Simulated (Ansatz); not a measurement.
Molecular dynamics of Sr$_{16}$C

Input:

```yaml
crystal:
  lattice:
    - [8.598418, 0.0, 0.0]
    - [0.0, 8.598418, 0.0]
    - [0.0, 0.0, 20.12]
  atoms:
    - { symbol: Sr, position: [0.25, 0.25, 0.0497018] }
    - { symbol: Sr, position: [0.75, 0.25, 0.0497018] }
    - { symbol: Sr, position: [0.25, 0.75, 0.0497018] }
    - { symbol: Sr, position: [0.75, 0.75, 0.0497018] }
    - { symbol: Sr, position: [0.00093789, -0.00091871, 0.18291217] }
    - { symbol: Sr, position: [0.49926056, -0.00085694, 0.18299306] }
    - { symbol: Sr, position: [0.00085863, 0.50076978, 0.18296674] }
    - { symbol: Sr, position: [0.49936001, 0.50068897, 0.18299416] }
    - { symbol: Sr, position: [0.25026785, 0.2498178, 0.31508128] }
    - { symbol: Sr, position: [0.74976511, 0.25027101, 0.32082681] }
    - { symbol: Sr, position: [0.2501826, 0.74998057, 0.32273056] }
    - { symbol: Sr, position: [0.75014341, 0.74967738, 0.31502047] }
    - { symbol: Sr, position: [-0.0310222, 0.03245511, 0.45845528] }
    - { symbol: Sr, position: [0.53168086, 0.03205346, 0.45877118] }
    - { symbol: Sr, position: [-0.03253361, 0.467218, 0.45890505] }
    - { symbol: Sr, position: [0.53351312, 0.46729066, 0.45842274] }
    - { symbol: C, position: [0.75008346, 0.24913186, 0.45087991] }
basis:
  ecutwfc: 250.0
kpoints:
  mp_grid: { grid: [1, 1, 1] }
hamiltonian:
  xc: pbe
scf:
  occupations: { method: fermi_dirac, width: 0.05 }
  lower_state_search: "off"
  max_iter: 50
md:
  timestep: 1
  n_steps: 200
  ensemble: nve
  temperature: 1400.0
  initial_velocities: maxwell_boltzmann
  seed: 895541
  constraints: [{ sites: [0, 1, 2, 3] }]
```

Run as:

```bash
$ ansatz run input.yaml --threads 2 --pin off --max-ram 5120MiB --backend cpu --events-out ev --progress --plain --runs-dir out
```

It starts from a relaxed structure.

Output, in part (step lines):

```
md step     0: t =     0.00 fs  T =  1400.0 K  F+E_penalty+E_count = -56953.51670234 eV  E_kin = 2.352532 eV  conserved = -56951.16417036 eV  (14 SCF iters)
md step     1: t =     1.00 fs  T =  1399.6 K  F+E_penalty+E_count = -56953.51608717 eV  E_kin = 2.351917 eV  conserved = -56951.16416999 eV  (9 SCF iters)
md step     2: t =     2.00 fs  T =  1398.3 K  F+E_penalty+E_count = -56953.51380143 eV  E_kin = 2.349633 eV  conserved = -56951.16416889 eV  (9 SCF iters)
md step     3: t =     3.00 fs  T =  1395.9 K  F+E_penalty+E_count = -56953.50985858 eV  E_kin = 2.345691 eV  conserved = -56951.16416733 eV  (9 SCF iters)
md step     4: t =     4.00 fs  T =  1392.6 K  F+E_penalty+E_count = -56953.50428106 eV  E_kin = 2.340116 eV  conserved = -56951.16416530 eV  (9 SCF iters)
md step     5: t =     5.00 fs  T =  1388.3 K  F+E_penalty+E_count = -56953.49709995 eV  E_kin = 2.332937 eV  conserved = -56951.16416283 eV  (3 SCF iters)
md step     6: t =     6.00 fs  T =  1383.1 K  F+E_penalty+E_count = -56953.48835448 eV  E_kin = 2.324194 eV  conserved = -56951.16416011 eV  (4 SCF iters)
md step     7: t =     7.00 fs  T =  1377.0 K  F+E_penalty+E_count = -56953.47809148 eV  E_kin = 2.313935 eV  conserved = -56951.16415695 eV  (3 SCF iters)
[... lines left out ...]
md step   199: t =   199.00 fs  T =   911.9 K  F+E_penalty+E_count = -56952.69640990 eV  E_kin = 1.532330 eV  conserved = -56951.16407958 eV  (2 SCF iters)
md step   200: t =   200.00 fs  T =   909.9 K  F+E_penalty+E_count = -56952.69313090 eV  E_kin = 1.529051 eV  conserved = -56951.16407954 eV  (9 SCF iters)
```

The steps, from the saved trajectory:

| time (fs) | T (K) | potential energy less start (eV) | conserved less start (meV/atom) |
| --- | --- | --- | --- |
| 0 | 1400 | 0.000 | 0.00 |
| 6 | 1383 | 0.028 | 0.00 |
| 12 | 1334 | 0.111 | 0.00 |
| 18 | 1262 | 0.233 | 0.00 |
| 24 | 1176 | 0.376 | 0.01 |
| 30 | 1086 | 0.527 | 0.01 |
| 36 | 996 | 0.678 | 0.01 |
| 42 | 906 | 0.831 | 0.01 |
| 48 | 811 | 0.991 | 0.00 |
| 54 | 708 | 1.163 | 0.00 |
| 60 | 599 | 1.346 | 0.01 |
| 66 | 490 | 1.530 | 0.01 |
| 72 | 389 | 1.699 | 0.01 |
| 78 | 307 | 1.837 | 0.01 |
| 84 | 252 | 1.929 | 0.01 |
| 90 | 229 | 1.968 | 0.01 |
| 96 | 238 | 1.953 | 0.01 |
| 102 | 272 | 1.895 | 0.01 |
| 108 | 326 | 1.805 | 0.01 |
| 114 | 391 | 1.696 | 0.01 |
| 120 | 460 | 1.580 | 0.01 |
| 126 | 530 | 1.463 | 0.01 |
| 132 | 599 | 1.347 | 0.01 |
| 138 | 666 | 1.234 | 0.01 |
| 144 | 730 | 1.125 | 0.01 |
| 150 | 788 | 1.028 | 0.00 |
| 156 | 836 | 0.948 | 0.00 |
| 162 | 869 | 0.892 | 0.00 |
| 168 | 891 | 0.855 | 0.01 |
| 174 | 905 | 0.831 | 0.01 |
| 180 | 916 | 0.814 | 0.01 |
| 186 | 921 | 0.804 | 0.01 |
| 192 | 921 | 0.805 | 0.01 |
| 198 | 914 | 0.817 | 0.01 |

All steps were run. The conserved energy stayed within 0.012 meV per atom of its start (net change 0.0053 meV per atom), so the integration is sound. Over the second half the temperature averaged 0.50 of the 1400 K drawn at the start: a run that starts near a minimum puts about half its kinetic energy into the potential. A run of 0.2 ps of so small a system gives no equilibrium averages. The plane-wave cutoff is below what these datasets need, so energies and pressures aren't converged. Limits of this set-up: coarse k mesh, thin slab, slab without dipole correction, a typed lattice constant that wasn't relaxed here.

Mean squared displacements from the first frame to the last: Sr 0.14 Å², C 0.31 Å².

Last frame:

```xyz
17
Lattice="8.5984 0.0000 0.0000 0.0000 8.5984 0.0000 0.0000 0.0000 20.1200" Properties=species:S:1:pos:R:3
Sr 2.150 2.150 1.000
Sr 6.449 2.150 1.000
Sr 2.150 6.449 1.000
Sr 6.449 6.449 1.000
Sr 0.151 0.077 3.730
Sr 4.255 0.056 3.764
Sr -0.231 4.313 3.656
Sr 4.322 4.333 3.774
Sr 2.001 2.096 6.184
Sr 6.572 2.286 6.369
Sr 1.590 6.504 6.958
Sr 6.022 6.440 6.418
Sr -0.679 0.462 9.515
Sr 4.152 0.294 9.408
Sr -0.890 4.266 9.405
Sr 4.043 3.974 9.320
C 5.941 2.316 9.202
```

Run time: 6.8 min on 2 threads of Intel(R) Xeon(R) Platinum 8259CL CPU @ 2.50GHz (Skylake/Cascade Lake), with other jobs on the host, peak memory 0.67 GiB.
